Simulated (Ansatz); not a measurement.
`C[SiH2][B](C)[AlH2]` + `CBN` → `CBN[SiH2]C` + `C[BH][AlH2]`  (cleavage of the Si–B bond)

Calculated with Ansatz (gas phase, PBE0-D4/def2-TZVP geometries, no zero-point term in ΔE). CBS: MP2 limit from def2 TZ/QZ plus the TZ coupled-cluster correction, frozen cores. Each species was taken in one conformer, which may not be the lowest.

```csv
species,HF/CBS(def2) energy (Eh)
`C[SiH2][B](C)[AlH2]`,-637.13181
`CBN`,-120.60163
`CBN[SiH2]C`,-449.80397
`C[BH][AlH2]`,-307.95829
```

(1) Work out ΔE.

Largest T1 diagnostic among the species: 0.012.

Answers

(1) ΔE = (-449.80397) + (-307.95829) − (-637.13181) − (-120.60163) = -0.02882 Eh = -18.1 kcal/mol. CCSD(T)/CBS gives -13.5 kcal/mol.

From PBE to PBE0 (25 % exact exchange), in def2-TZVPP and without D4, ΔE moves by −1.8 kcal/mol. In def2-TZVPP, CCSD(T) changes the Hartree–Fock value by +4.3 kcal/mol (the triples alone add +0.6 kcal/mol) and MP2 by +2.8 kcal/mol.
